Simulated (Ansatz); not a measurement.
Consider the redistribution: `CB([SiH3])BS` + `C[S][Ge][Cl]` → `CB([SiH3])BCl` + `C[S][Ge][SH]`.

Computed with Ansatz on PBE0-D4/def2-TZVP structures; ΔE is electronic, products minus reactants. CBS: MP2 limit from def2 TZ/QZ plus the TZ coupled-cluster correction, frozen cores. Functionals use def2-TZVPP. B3LYP here is the variant with VWN-RPA as its local correlation; programs differ in this. For Ge outer-core shells are correlated without core-valence functions, which leaves a few kJ/mol of doubt a bond. Scalar relativity is left out up to krypton. Each species was taken in one conformer, which may not be the lowest.

```csv
level,ΔE (kJ/mol),difference from CCSD(T)/CBS
PBE-D4,33.4,6.1
r2SCAN-D4,31.3,4.0
PBE0-D4,30.9,3.6
B3LYP-D4,33.1,5.8
ωB97X-V,29.8,2.5
ωB97M-V,30.3,3.0
B2PLYP,30.0,2.7
PBE,32.6,5.3
r2SCAN,30.9,3.6
PBE0,30.0,2.7
B3LYP,32.0,4.7
HF/def2-TZVPP,24.4,-2.9
MP2/def2-TZVPP,25.5,-1.8
SCS-MP2/def2-TZVPP,25.4,-1.9
CCSD/def2-TZVPP,26.1,-1.2
CCSD(T)/def2-TZVPP,27.1,-0.2
HF/def2-QZVPP,24.2,-3.1
MP2/def2-QZVPP,25.5,-1.8
SCS-MP2/def2-QZVPP,25.4,-1.9
HF/CBS(def2),24.2,-3.1
MP2/CBS(def2),25.7,-1.6
CCSD/CBS(def2),26.3,-1.0
CCSD(T)/CBS,27.3,0
```

Largest T1 diagnostic among the species: 0.014.
